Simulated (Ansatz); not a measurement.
Abridged output of a molecular run in Ansatz:

```
Functional definition: HF
1607 factors; integrals over basis functions are off by at most 8.3e-4 eV
mean field evaluation 1: about -72612.2114 eV, gradient 3.4e1 eV
mean field evaluation 2: about -72612.4529 eV, gradient 3.4e1 eV
mean field evaluation 4: about -72615.5210 eV, gradient 4.7e0 eV
mean field evaluation 8: about -72615.6002 eV, gradient 3.6e-1 eV
mean field evaluation 16: about -72615.6014 eV, gradient 2.4e-6 eV
mean field -72615.60143370 eV, -2668.5741320660 hartree, gradient 2.4e-6 eV, S^2 0.000000; 0 other end points of the search recorded, 0 dependent functions left out
17 core orbitals not correlated: weight in the atoms' cores, before any rotation towards them, 1.000 or more for the frozen orbitals, at most 0.000 for the correlated occupied ones
reference -72615.60143370 eV, -2668.5741320660 hartree; 20, 20 occupied and 230, 230 virtual orbitals, 1607 factors
second order -26.78528963 eV of doubles, -0.00000000 eV of singles
cycle   1  -27.08730450 eV  change   -3.0e-1 eV  update   1.2e-1
cycle   2  -27.86588392 eV  change   -7.8e-1 eV  update   3.5e-2
cycle   3  -27.99806472 eV  change   -1.3e-1 eV  update   1.7e-2
cycle   4  -27.98735518 eV  change    1.1e-2 eV  update   4.3e-3
cycle   5  -27.98791058 eV  change   -5.6e-4 eV  update   2.0e-3
cycle   6  -27.98857569 eV  change   -6.7e-4 eV  update   5.3e-4
cycle   7  -27.98841461 eV  change    1.6e-4 eV  update   2.2e-4
cycle   8  -27.98842543 eV  change   -1.1e-5 eV  update   7.6e-5
cycle   9  -27.98843298 eV  change   -7.5e-6 eV  update   3.2e-5
perturbative correction -1.21187693 eV, -0.0445356559 hartree
Total energy: -72644.80174361 eV, -2669.6472236626 hartree
```

Its atoms:

Z-matrix (Å, degrees):
```
Ge
C 1 1.970
C 1 1.968 2 109.4
H 1 1.537 2 111.7 3 119.6
H 1 1.543 2 106.9 3 -118.9
N 2 1.265 1 125.7 3 120.3
H 2 1.095 1 117.7 3 -58.9
Cl 3 1.783 1 109.7 2 60.8
H 3 1.089 1 111.6 2 -180.0
H 3 1.089 1 111.1 2 -58.1
H 6 1.023 2 111.8 1 0.8
```

(1) Which basis set was used?
A. def2-TZVPP
B. def2-QZVPP
C. cc-pV(D+d)Z
D. cc-pV(Q+d)Z

(2) Write the keys of the input that set method, charge and spin (a neutral closed shell needs none for the last two).

Results:

(1) A. It gives 267 functions.

(2) 
```yaml
correlation: {method: ccsd_t}
```
